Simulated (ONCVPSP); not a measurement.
tungsten (W), ONCV: configuration errors across variants

```json
{
  "Element": "W (Z = 74)",
  "Generator": "ONCVPSP 4.0.1",
  "Type": "optimised norm-conserving Vanderbilt (ONCV)",
  "Functional": "PBE",
  "Relativity": "scalar-relativistic",
  "Frozen core": "[Kr] 4d10 4f14",
  "Valence charge": "14",
  "Reference configuration": "5s2 5p6 5d4 6s2",
  "Partial waves": "5s+6s: rc 1.80 bohr, ncon 4, nbas 8, qcut 7.4 1/bohr, 2 projectors; 5p: rc 1.75 bohr, ncon 3, nbas 6, qcut 8.1 1/bohr, 2 projectors, debl 3.8 Ha; 5d: rc 2.80 bohr, ncon 4, nbas 9, qcut 4.8 1/bohr, 2 projectors, debl 3 Ha",
  "Local potential": "polynomial inside 1.20 bohr (lpopt 5, dvloc0 2 Ha)",
  "Core correction": "Teter function, fcfact 2, rcfact 1.8"
}
```

All-electron excitation energies from the reference (eV): (1) 5s2 5p6 5d4 6s1 8.883; (2) 5s2 5p6 5d4 6s0 24.563; (3) 5s2 5p6 5d3 6s0 49.946; (4) 5s2 5p6 5d5 6s1 1.539.

A true bound ghost makes a file unfit for plane-wave use even where its test errors are small: the radial tests pick states by their node count and pass the ghost by.

Errors AE − PS in meV (a dash: test not solved or not reliable):

| change | (1) | (2) | (3) | (4) | bound ghosts | GHOST(+) flags above zero |
| --- | --- | --- | --- | --- | --- | --- |
| base | -7.0 | -44 | -87 | +6.7 | none | s |
| all radii but the core radius scaled by about 0.78 (s 1.40, p 1.36, d 2.18 bohr); local potential polynomial inside 0.94 bohr (lpopt 5, dvloc0 2 Ha) | -5.6 | -27 | -73 | -8.0 | s | p, d |
| all radii but the core radius scaled by about 0.88 (s 1.58, p 1.54, d 2.48 bohr); local potential polynomial inside 1.06 bohr (lpopt 5, dvloc0 2 Ha) | -6.1 | -33 | -80 | -2.4 | none | s, p, d |
| all radii but the core radius scaled by about 0.96 (s 1.72, p 1.68, d 2.68 bohr); local potential polynomial inside 1.14 bohr (lpopt 5, dvloc0 2 Ha) | -6.6 | -39 | -84 | +2.7 | none | s |
| all radii but the core radius scaled by about 1.09 (s 1.96, p 1.90, d 3.04 bohr); local potential polynomial inside 1.30 bohr (lpopt 5, dvloc0 2 Ha) | -7.9 | -53 | -87 | +15 | none | s |
| all radii but the core radius scaled by about 1.12 (s 2.02, p 1.96, d 3.14 bohr); local potential polynomial inside 1.34 bohr (lpopt 5, dvloc0 2 Ha) | -8.7 | -60 | -88 | +19 | none | none |
| all radii but the core radius scaled by about 1.21 (s 2.18, p 2.12, d 3.40 bohr); local potential polynomial inside 1.46 bohr (lpopt 5, dvloc0 2 Ha) | -11 | -77 | -86 | +30 | none | none |
| all radii but the core radius scaled by about 1.26 (s 2.28, p 2.20, d 3.54 bohr); local potential polynomial inside 1.52 bohr (lpopt 5, dvloc0 2 Ha) | -13 | -90 | -86 | +37 | none | d |
| all radii but the core radius scaled by about 1.31 (s 2.36, p 2.30, d 3.68 bohr); local potential polynomial inside 1.58 bohr (lpopt 5, dvloc0 2 Ha) | -14 | -101 | -82 | +44 | none | d |

(1) Give the same row for: all radii but the core radius scaled by about 0.85 (s 1.54, p 1.50, d 2.38 bohr); local potential polynomial inside 1.02 bohr (lpopt 5, dvloc0 2 Ha).

## Answers

(1) -6.0, -31, -79, -4.5; bound ghosts: none; GHOST(+) flags above zero: s, p, d.
